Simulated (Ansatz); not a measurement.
B(OPMe3)Cl3 (C₃H₉BCl₃OP). Total charge 0; singlet. Geometry r2SCAN-D4/def2-SVP.

```xyz
18

B     1.769   -1.001    1.338
O     1.332   -0.302    0.077
P    -0.109    0.168   -0.311
C    -0.990   -1.135   -1.182
C     0.142    1.543   -1.440
C    -1.106    0.738    1.072
H    -1.966   -0.776   -1.541
H    -1.117   -1.978   -0.488
H    -0.377   -1.467   -2.034
H     0.779    1.206   -2.271
H    -0.815    1.916   -1.832
H     0.664    2.348   -0.902
H    -1.288   -0.112    1.746
H    -0.540    1.501    1.625
H    -2.056    1.148    0.695
Cl    3.372   -1.790    0.990
Cl    0.443   -2.281    1.771
Cl    1.864    0.275    2.686
```

**Question.** Estimate the orbital energies around the gap (eV) in Ansatz with HF/STO-3G, PBE-D4/def2-SVP, PBE-D4/def2-TZVP, r2SCANh-D4/def2-TZVP, PBE0-D4/def2-TZVP.

**Answer.** 
```csv
orbital,HF/STO-3G,PBE-D4/def2-SVP,PBE-D4/def2-TZVP,r2SCANh-D4/def2-TZVP,PBE0-D4/def2-TZVP
HOMO−13,-16.08,-10.69,-10.81,-11.84,-12.43
HOMO−12,-15.11,-10.54,-10.71,-11.71,-12.30
HOMO−11,-14.81,-10.29,-10.39,-11.40,-12.01
HOMO−10,-13.88,-10.14,-10.30,-11.29,-11.88
HOMO−9,-12.87,-9.36,-9.53,-10.44,-11.00
HOMO−8,-12.76,-9.36,-9.51,-10.42,-10.97
HOMO−7,-11.04,-8.21,-8.47,-9.41,-9.96
HOMO−6,-10.59,-7.77,-8.02,-8.97,-9.54
HOMO−5,-9.52,-6.77,-7.07,-7.96,-8.51
HOMO−4,-9.44,-6.64,-6.97,-7.84,-8.38
HOMO−3,-9.33,-6.52,-6.85,-7.72,-8.26
HOMO−2,-8.86,-6.03,-6.36,-7.22,-7.75
HOMO−1,-8.78,-5.91,-6.27,-7.12,-7.66
HOMO,-8.69,-5.62,-5.98,-6.83,-7.36
LUMO,9.90,-0.56,-0.91,-0.20,0.01
LUMO+1,10.30,-0.19,-0.69,0.25,0.15
LUMO+2,10.69,0.37,-0.06,0.70,0.87
LUMO+3,10.92,0.53,0.10,0.86,1.04
LUMO+4,12.22,1.27,0.71,1.66,1.56
LUMO+5,13.48,1.37,0.83,1.80,1.69
```
